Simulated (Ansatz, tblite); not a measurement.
Cost and result up the ladder for Sn(NMe2)Me3 (C5H15NSn) (22 atoms). Charge 0, multiplicity 1. Geometry: PBE0-D4/def2-SVP.

```xyz
22

Sn    0.130   -0.541    0.528
N     0.166    0.968   -0.869
C    -0.374    2.251   -0.517
C    -0.015    0.640   -2.256
H     0.093    3.055   -1.121
H    -0.169    2.490    0.540
H    -1.475    2.342   -0.670
H     0.455   -0.327   -2.499
H    -1.081    0.580   -2.577
H     0.465    1.399   -2.906
C    -1.879   -1.260    0.864
H    -2.297   -1.673   -0.066
H    -2.525   -0.439    1.207
H    -1.878   -2.050    1.630
C     0.939    0.326    2.321
H     1.168   -0.462    3.053
H     0.224    1.026    2.777
H     1.865    0.869    2.083
C     1.379   -2.093   -0.276
H     1.613   -2.833    0.504
H     2.320   -1.659   -0.644
H     0.877   -2.610   -1.106
```

Ansatz on 2 threads of AMD EPYC 7R13 on a shared host and a share (18 GiB) of an NVIDIA H100 80GB HBM3; xTB runs through tblite on one thread. Times are rough, summed over both states, and most runs start from the orbitals of an earlier one. PBE0-D4/def2-TZVP serves as the yardstick here, not as an exact answer. The other state is a doublet.

In the def2 sets Sn takes a core potential; there is no spin–orbit coupling. The xTB rows come from tblite.

Raw xTB energies of ions are shifted by several eV.

| level | functions | vertical IE (eV) | difference from PBE0-D4/def2-TZVP (eV) |
| --- | --- | --- | --- |
| GFN1-xTB | 63 | 12.97 | 5.64 |
| revPBE-D4/def2-TZVP | 326 | 7.27 | -0.06 |
| GFN2-xTB | 48 | 12.05 | 4.72 |
| PBE-D4/def2-TZVP | 326 | 7.23 | -0.09 |
| PBE0-D4/def2-TZVP (with forces) | 326 | 7.33 | 0.00 |

Problem. Estimate how long each takes.

Solution. GFN2-xTB 0.022 s; GFN1-xTB 0.03 s; PBE-D4/def2-TZVP 4.9 s; PBE0-D4/def2-TZVP (with forces) 5 s; revPBE-D4/def2-TZVP 5.5 s. On shared hardware such times vary by a factor of up to 3.
